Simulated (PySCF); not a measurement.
H3O, SMILES [OH3+], charge +1. Geometry optimised at PBE0-D3(BJ)/def2-TZVPD. The isomer is the one that the SMILES or the coordinates give; other isomers of the formula were not compared.

TDA-M06-2X/def2-TZVPD in PySCF puts the lowest singlet excitations at 11.74, 13.84, 13.84, 16.51, 16.58, 16.58 eV.

Task: What are the lowest excitation roots from ADC(2)/aug-cc-pVDZ in PySCF? (Estimate from the structure and the level; the computed values follow.)

Result: 11.59, 14.13, 14.13, 16.52, 16.53, 16.53 eV. S1 differs by -0.15 eV (second minus first; roots are paired by order, and the bases may differ).
